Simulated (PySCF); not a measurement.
Cost of one run: EPR job, [C3H7B]-.

Method: UKS B3LYP, pcH-1 on B C H, non-relativistic, mean-field spin-orbit, GIAO (PySCF 2.14.0). Geometry: GFN2-xTB. Work: unrestricted SCF, g, hyperfine, density and orbital grids written, density fitting. A driver script takes a list of jobs; this job's settings line and coordinates (Å) are shown.

Command:
```bash
OMP_NUM_THREADS=1 python probes_run.py task.json out
```

Input:
```
{"job": {"kind": "epr", "basis": "pcH-1"}, "charge": -1, "multiplicity": 2}
B     -1.218722    -0.078620     0.480589
C     -0.503632     0.589274    -0.759167
C      0.341950    -0.449182    -0.062638
C      1.544851    -0.117803     0.636444
H     -1.314044     0.535322     1.506421
H     -2.039069    -0.942388     0.303799
H     -0.111024     1.603549    -0.694171
H     -0.770818     0.350400    -1.791189
H      0.391648    -1.415404    -0.573398
H      1.602056     0.843025     1.135930
H      2.082227    -0.915504     1.146209
```

Hardware: AMD EPYC, one thread, on a shared host. PySCF's memory limit was set to 1600 MB.

The basis has 170 functions.

Q: What wall time should be expected on this hardware?

A: About 39 s. CPU seconds by part: SCF 14, spin–orbit mean field 2.7, g tensor 13, hyperfine 0.3.

Q: How much memory does it need at the peak?

A: About 0.69 GiB. Peak memory is the resident size of the whole Python process, interpreter and libraries included.

Q: At this speed, how long would 1000 such jobs take on 8 cores, one job a core?

A: 1000/8 gives 125 rounds of 39 s, about 81 min of wall time and 11 core-hours, if the jobs don't slow each other.

Other jobs ran on the host; a repeat could differ by tens of per cent or more.
